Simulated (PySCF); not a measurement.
H6OP2Si2.
Numbering: `[PH2:1][Si@@H:2]1[O:3][SiH2:4][PH:5]1` (hydrogens: H6, H7 on P1; H8 on Si2; H9, H10 on Si4; H11 on P5)

Method: PySCF 2.14.0, PBE0-D3(BJ)/def2-SVP geometry optimisation, gas phase; density fitting, grid level 1; the optimiser is geomeTRIC in internal coordinates, started from a GFN2-xTB structure with every atom displaced at random (about 0.01 Å).

Step 0: E = -36451.3380 eV
```
atom  x, y, z in Å  |  force x, y, z in eV/Å
P1      2.4018   -0.1022   -0.2415   -0.932   0.867  -1.549
Si2     0.3653    0.0386    0.7140    0.022   0.215  -0.372
O3     -0.5677   -1.1879    0.0884    1.764  -2.213   0.908
Si4    -1.8067   -0.4747   -0.6504   -1.556   0.630   0.347
P5     -1.1257    1.5756   -0.0563   -0.647   0.759   1.318
H6      2.8851   -0.9442    0.6982    0.680  -1.282   1.360
H7      2.8746    1.0325    0.4227    0.298   0.636   0.302
H8      0.2592   -0.0961    2.1625    0.311   0.137   0.718
H9     -1.7536   -0.8348   -2.0311   -0.390  -0.127  -1.361
H10    -3.0283   -0.8852    0.0964   -0.319   0.100  -0.345
H11    -0.4656    1.8516   -1.2198    0.769   0.278  -1.326
```

Step 1: E = -36451.7811 eV
```
atom  x, y, z in Å  |  force x, y, z in eV/Å
P1      2.4109   -0.0558   -0.2418    0.109   0.003   0.202
Si2     0.3690    0.0000    0.7248   -0.139  -0.196  -0.039
O3     -0.5468   -1.2902    0.1222   -0.383   0.163  -0.194
Si4    -1.8509   -0.4848   -0.6386    0.444  -0.437   0.235
P5     -1.1029    1.5865   -0.0375    0.116   0.193  -0.142
H6      2.9383   -0.9525    0.7579   -0.097   0.156  -0.183
H7      2.8793    1.1158    0.4407   -0.062  -0.064  -0.009
H8      0.3957   -0.0942    2.2173    0.058   0.118  -0.051
H9     -1.9098   -0.8136   -2.0931   -0.003   0.124   0.005
H10    -3.1416   -0.8725    0.0050    0.038   0.085  -0.020
H11    -0.4026    1.8344   -1.2736   -0.080  -0.143   0.195
```

Step 2: E = -36451.8029 eV
```
atom  x, y, z in Å  |  force x, y, z in eV/Å
P1      2.4059   -0.0436   -0.2443    0.025   0.039   0.024
Si2     0.3668   -0.0147    0.7217   -0.108  -0.107  -0.033
O3     -0.5568   -1.3020    0.1227   -0.193   0.070  -0.091
Si4    -1.8459   -0.4888   -0.6345    0.262  -0.235   0.140
P5     -1.0875    1.5825   -0.0391    0.016   0.117  -0.021
H6      2.9370   -0.9386    0.7399   -0.009   0.024  -0.043
H7      2.8452    1.1232    0.4579   -0.029  -0.002   0.019
H8      0.4053   -0.0860    2.2122    0.039   0.049  -0.005
H9     -1.9093   -0.7972   -2.0915    0.002   0.082  -0.015
H10    -3.1405   -0.8537    0.0061   -0.013   0.036   0.003
H11    -0.3819    1.7920   -1.2680    0.007  -0.073   0.023
```

Step 3: E = -36451.8158 eV
```
atom  x, y, z in Å  |  force x, y, z in eV/Å
P1      2.3975   -0.0199   -0.2486   -0.031   0.061  -0.085
Si2     0.3613   -0.0367    0.7187   -0.021   0.001   0.022
O3     -0.5735   -1.3203    0.1264    0.049  -0.046   0.036
Si4    -1.8411   -0.4936   -0.6259   -0.053   0.028  -0.001
P5     -1.0637    1.5784   -0.0463   -0.037   0.026   0.028
H6      2.9495   -0.9221    0.7077    0.044  -0.056   0.051
H7      2.7887    1.1391    0.4917   -0.001   0.019   0.021
H8      0.4190   -0.0814    2.2082    0.005  -0.029   0.013
H9     -1.9091   -0.7685   -2.0886    0.005   0.016  -0.013
H10    -3.1457   -0.8260    0.0114   -0.006  -0.009  -0.001
H11    -0.3446    1.7241   -1.2715    0.046  -0.011  -0.070
```

Task: Estimate the geometry and energy of step 4. (The exact step hangs on the optimiser's Hessian estimate; all steps are aligned on step 3, rigid shifts and turns removed.)

Result: E = -36451.8176 eV, largest force 0.091 eV/Å
```
atom  x, y, z in Å  |  force x, y, z in eV/Å
P1      2.3942   -0.0103   -0.2504   -0.019   0.036  -0.042
Si2     0.3591   -0.0412    0.7205    0.001   0.005   0.028
O3     -0.5780   -1.3242    0.1298    0.057  -0.039   0.035
Si4    -1.8421   -0.4932   -0.6228   -0.070   0.053  -0.022
P5     -1.0572    1.5787   -0.0512   -0.014   0.011  -0.002
H6      2.9578   -0.9189    0.6964    0.022  -0.025   0.023
H7      2.7747    1.1449    0.5026    0.003   0.009   0.010
H8      0.4206   -0.0867    2.2102   -0.001  -0.028   0.005
H9     -1.9096   -0.7605   -2.0872    0.003   0.000  -0.005
H10    -3.1490   -0.8197    0.0129   -0.002  -0.014  -0.001
H11    -0.3320    1.7043   -1.2778    0.020  -0.008  -0.029
```

The energy changes by -0.0018 eV. The first-order estimate −F·Δx gives -0.0021 eV and the mean of the old and new forces, exact on a quadratic surface, -0.0016 eV. The step makes an angle of 75° with the force vector and moves no atom by more than 0.024 Å.

The cost below is that of the whole optimisation. Time: 43 s; peak memory 0.48 GiB. Hardware: Arm Neoverse V1, one thread (shared host).
